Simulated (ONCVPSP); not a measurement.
Varying the ONCV potential for Ga

Base potential:

Ga, optimised norm-conserving Vanderbilt (ONCV), made with ONCVPSP 4.0.1 (PBE, scalar-relativistic). Core [Ar], reference 3d10 4s2 4p1. Waves: 4s: rc 2.10 bohr, ncon 4, nbas 7, qcut 3.7 1/bohr, 2 projectors, debl 2.3 Ha; 4p: rc 1.75 bohr, ncon 4, nbas 7, qcut 4.9 1/bohr, 1 projector; 3d: rc 0.80 bohr, ncon 4, nbas 9, qcut 15.8 1/bohr, local. Local part: the d channel. Core correction: polynomial model core, fcfact 0.7.

All-electron outer shells of the reference configuration (PBE, scalar-relativistic, ld1.x):

```
shell  level (eV)  outermost node (bohr)  outermost maximum (bohr)
   3s     -148.13                   0.27                      0.56
   3p      -98.86                   0.24                      0.56
   3d      -19.15                      –                      0.53
   4s       -8.95                   0.81                      1.90
   4p       -2.58                   0.87                      2.53
```

Cutoffs, loose and tight: the cutoffs (Ha) at which the residual kinetic energy of the hardest occupied pseudo-wave falls to 1 and 0.1 mHa per electron. They do not see the model core or the augmentation charge, which bear on the density cutoff. Test errors are all-electron minus pseudo excitation energies from the reference, over the configurations 3d10 4s2 4p0; 3d10 4s1 4p0; 3d10 4s0 4p0; 3d9 4s2 4p2. A dash means not determined; rows that change the core or the reference have their own tests. The largest error is taken over the tests solved by every variant that gives reliable tests at all: 3d10 4s1 4p0; 3d10 4s2 4p0; 3d9 4s2 4p2.

A true bound ghost makes a file unfit for plane-wave use even where its test errors are small: the radial tests pick states by their node count and pass the ghost by.

```tsv
change	outcome	cutoff, loose	cutoff, tight	bound ghosts	GHOST(+) flags above zero	largest test error (meV)
base	generated	119 Ha	347 Ha	s, p	s	-348
d: nbas 8	generated	122 Ha	331 Ha	s, p	s	-348
s: rc 1.56	generated	119 Ha	347 Ha	s, p	s	-367
core correction polynomial model core, fcfact 1.16	generated	119 Ha	347 Ha	s, p	s	-351
s: qcut 4.6; p: qcut 6.1; d: qcut 19.7	generated	150 Ha	169 Ha	s, p	s	-356
core correction none	generated	119 Ha	347 Ha	s, p	s	-294
```

(1) What comes out with this change to the base: d: ncon 3, nbas 8?

Results:

(1) outcome: generated; cutoff, loose: 113 Ha; cutoff, tight: 202 Ha; bound ghosts: s, p; GHOST(+) flags above zero: s; largest test error (meV): -356.
